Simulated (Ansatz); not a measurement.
This geometry of CH5FSeSi (9 atoms, charge 0, multiplicity 1) is a first-order saddle point.

The calculation used RKS BHLYP/def2-mTZVP in Ansatz.

```xyz
9
Properties=species:S:1:pos:R:3
F 0.217 0.784 -1.748
C -0.075 0.801 -0.393
Si 0.805 -0.671 0.456
Se -1.994 0.925 -0.092
H 0.297 1.742 -0.008
H 1.905 -0.152 1.286
H 1.337 -1.547 -0.597
H -0.130 -1.420 1.307
H -2.274 -0.509 -0.228
```

(1) Which two structures does it join? (They come from a converged band through this point; their orientation in space is the band's.)

(2) How far does it lie above each of them?

## Answers

(1) No bond is made or broken. The dihedral Se4–C2–Si3–H7 goes from 176 to 55°. The two ends are copies of one structure, up to a mirror image or an exchange of like atoms.

Image 0:

```xyz
9
Properties=species:S:1:pos:R:3
F -0.522 0.266 -1.827
C -0.111 0.680 -0.571
Si 0.817 -0.735 0.291
Se -1.602 1.384 0.464
H 0.531 1.542 -0.711
H 1.441 -0.204 1.511
H 1.850 -1.259 -0.616
H -0.143 -1.797 0.628
H -2.172 0.077 0.812
```

Image 6:

```xyz
9
Properties=species:S:1:pos:R:3
F 0.605 1.136 -1.429
C -0.105 0.845 -0.276
Si 0.723 -0.604 0.630
Se -1.990 0.546 -0.665
H -0.109 1.740 0.334
H 2.162 -0.328 0.771
H 0.519 -1.832 -0.153
H 0.104 -0.736 1.957
H -1.820 -0.814 -1.187
```

(2) 9.8 kJ/mol above the first and 9.8 kJ/mol above the second. This is the barrier of this one path; another mechanism may lie lower.

Run time: 95 s on 2 threads of Intel(R) Xeon(R) Platinum 8488C (Sapphire Rapids), on a shared host, peak memory 0.28 GiB.
